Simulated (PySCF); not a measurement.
PySCF calculation with shieldings: GIAO PBE0/pcSseg-1 and geometry: GFN2-xTB; no relativistic terms, fast rotation and ring inversion assumed for equivalent nuclei, one conformer, in vacuum.

Chemical shifts δ = σref − σ; ¹H (σref 31.72), ¹³C (σref 186.93) against TMS, all at this level. Shifts are as computed. Against solution values, carbons near 30 ppm lie about +3 ppm off and those near 130 ppm about +5 ppm; carbons on Cl a further +6 ppm. Of 1211 compounds with measured shifts, 218 miss one by over three times the rms of a fit or turn the order of signals round; such compounds aren't used in these exercises. Carbons bonded to Cl come out too deshielded. OH and NH positions are gas-phase values without hydrogen bonding to other molecules.

Task: Order these molecules by the shift of their most shielded carbon-bound hydrogen, lowest δ first.
A. C=C[C@@H]([SiH3])Cl
B. OC1CCC1
C. CO[C@@H]1C[P@](C)(=O)[C@H]1C
D. Cc1cc(C)c(C(=O)F)o1

Result: C (1.25 ppm, hydrogen on a methyl carbon bonded to P), B (1.63 ppm, hydrogen on an sp3 CH2 in a ring), D (2.47 ppm, hydrogen on a methyl carbon on an aromatic ring), A (3.97 ppm, hydrogen on an allylic sp3 CH bonded to Cl and Si).

Task: How many ¹³C and ¹H signals does each give (equivalence by symmetry and fast rotation, but not about amide C–N or C=N bonds)? `OC1CCC1`, `Cc1cc(C)c(C(=O)F)o1`, `CO[C@@H]1C[P@](C)(=O)[C@H]1C`, `C=C[C@@H]([SiH3])Cl`

Result: OC1CCC1: 3 C, 6 H; Cc1cc(C)c(C(=O)F)o1: 7 C, 3 H; CO[C@@H]1C[P@](C)(=O)[C@H]1C: 6 C, 7 H; C=C[C@@H]([SiH3])Cl: 3 C, 5 H.
